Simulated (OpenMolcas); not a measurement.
## Ni2+: ligand-field states by method

Ni2+ with 6 ligands (chloride) in tetragonal octahedral coordination (D4h) at 2.45 Å, the axial distance 2.475 Å. A charge of +0.667 e stands 3.2 Å behind each ligand. Ligand basis ANO-RCC-VDZP.
```
Ni    0.0000    0.0000    0.0000
Cl    2.4500    0.0000    0.0000
Cl    0.0000    2.4500    0.0000
Cl   -2.4500    0.0000    0.0000
Cl    0.0000   -2.4500    0.0000
Cl    0.0000    0.0000    2.4745
Cl    0.0000    0.0000   -2.4745
```

* Program: OpenMolcas
* Basis: ANO-RCC-VDZP [5s4p2d1f]
* Scalar Hamiltonian: DKH2, point nucleus
* Active space: 8 electrons in 5 orbitals (3d)
* State averaging: 2S+1 = 3 even, 10 roots; 2S+1 = 1 even, 15 roots
* Spin-orbit coupling: state interaction with AMFI integrals over the reference wave functions

I. CASSCF
II. SS-CASPT2, IPEA 0.25 Eh, imaginary shift 0.1 Eh (closed shells correlated: 3s 3p and the ligand valence shells)

Spin-free states (labels of D4, the rotations of D4h) in cm-1, each column counted from its own energy of the first state listed:

| State | Degeneracy | I | II |
| --- | --- | --- | --- |
| 3B1 | 1 | 0 | 0 |
| 3E | 2 | 3645 | 5210 |
| 3B2 | 1 | 3792 | 5430 |
| 3A2 | 1 | 6503 | 8330 |
| 3E | 2 | 6539 | 8240 |
| 1A1 | 1 | 17409 | 12480 |
| 1B1 | 1 | 17423 | 12550 |
| 1E | 2 | 20415 | 17510 |
| 1B2 | 1 | 20541 | 17810 |
| 3A2 | 1 | 23338 | 21460 |
| 3E | 2 | 23492 | 21570 |
| 1A1 | 1 | 26738 | 21950 |
| 1A2 | 1 | 27700 | 25920 |
| 1E | 2 | 27935 | 26210 |
| 1A1 | 1 | 29732 | 29050 |
| 1B1 | 1 | 29773 | 29280 |
| 1E | 2 | 30462 | 29600 |
| 1B2 | 1 | 30532 | 29770 |
| 1A1 | 1 | 64321 | 54430 |

From I to II, I's first state of the same spin (3E) moves from 3645 to 5210 cm-1, by about +1600 cm-1.

From I to II, I's first state of another spin (1A1) moves from 17409 to 12480 cm-1, by about -4900 cm-1.

χT at 300 K: I 1.79, II 1.57 cm3 K/mol.

Over all roots computed the reference weight is 0.66 to 0.67 in II; a low but even weight reflects the number of correlated electrons. Ligand-to-metal charge-transfer states are missing. Without dynamic correlation the repulsion within the d shell is too large (B by tens of per cent), so at a given field states of lower spin stand too high (holds for I). With no ligand orbital active B as a rule stays too high, so bands that hang on it stand too high and its fall with covalency is understated (holds for I). With metal d orbitals alone and no dynamic correlation the field as a rule comes out too small, by tens of per cent, by up to half for chloride and softer ligands, and the orbital part of g and χT, which goes as 1/10Dq, too large (holds for I). A single d shell leaves out the double-shell effect, which counts most for late 3d ions, where the CASPT2 field can be off either way by tens of per cent (holds for II). For late 3d ions with one d shell CASPT2 can put B and the spin-flip bands somewhat low as well as high (holds for II). With one d shell and no ligand orbital active, 10Dq can be off by tens of per cent for divalent 3d ions, low with halides held by bare charges and at times high in hosts, and the orbital part of g and χT goes as 1/10Dq (holds for II). Free-ion shares, where given, are those of the reference states; single-state CASPT2 does not remix them (holds for II). No measured value stands beside these numbers; the geometry was imposed, not optimised, and the real ion may take another.
